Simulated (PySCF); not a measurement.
# Computed records: B2H2N

All values are calculated (PySCF 2.14.0). Calculation on a computer-drawn molecule: the log of a Hartree-Fock and frozen-core CCSD(T) single point meant for a local Hartree-Fock minimum, with one planted fault or none, to be diagnosed. Offsets are logged minus clean, where the clean run is the same molecule without the fault. The reference is restricted for singlets and unrestricted otherwise, and also for a bond in bohr or an excited solution. Adding or removing an electron swaps singlet and doublet. The excited solution moves the top pair (singlet) or top alpha electron (doublet) to the lowest empty orbital. Highest occupied and lowest empty are orbital energies over both spins, largest force is the largest gradient component, triples share is (T) over the correlation energy, the T1 limit is 0.02 restricted and 0.045 unrestricted, electrons count all cores, a negative frequency is imaginary (commonest isotopes), and the dipole is about the centre of nuclear charge.

## B2H2N

Logged structure:
```xyz
5
B2H2N
B      1.2169     0.8148    -2.6765
N      1.9949     1.3688    -1.8696
B      2.7704     1.9672    -0.8991
H      0.4862     0.2960    -3.4295
H      3.8787     2.4028    -1.0216
```

- meant charge: 0
- meant multiplicity: 2
- meant basis: cc-pVDZ
- logged electrons: 19
- logged basis functions: 52
- logged SCF converged: yes
- logged spin squared: 0.8545
- logged highest occupied: -6.2668 eV
- logged lowest empty: 0.48404 eV
- logged largest force: 0.081703 hartree/bohr
- logged dipole magnitude: 0.82564 debye
- logged SCF stable within its kind: no
- logged energy HF: -104.90457 hartree
- possible faults: no fault, one electron removed, one electron added, multiplicity raised by two, geometry at a saddle point, SCF held on an excited solution, minimal basis STO-3G, one bond length entered in bohr, all coordinates scaled
- planted fault: ?

Drawn bonds:
```tsv
atom	other atom	order
1	2	1
2	3	2
1	4	1
3	5	1
```

Notes: coupled-cluster numbers left out as unreliable.

## Withheld values
1. Which fault was planted in the run of B2H2N?

Calculated values
1. SCF held on an excited solution

Further results for B2H2N:

* HF energy offset from clean run: 36.78 kcal/mol
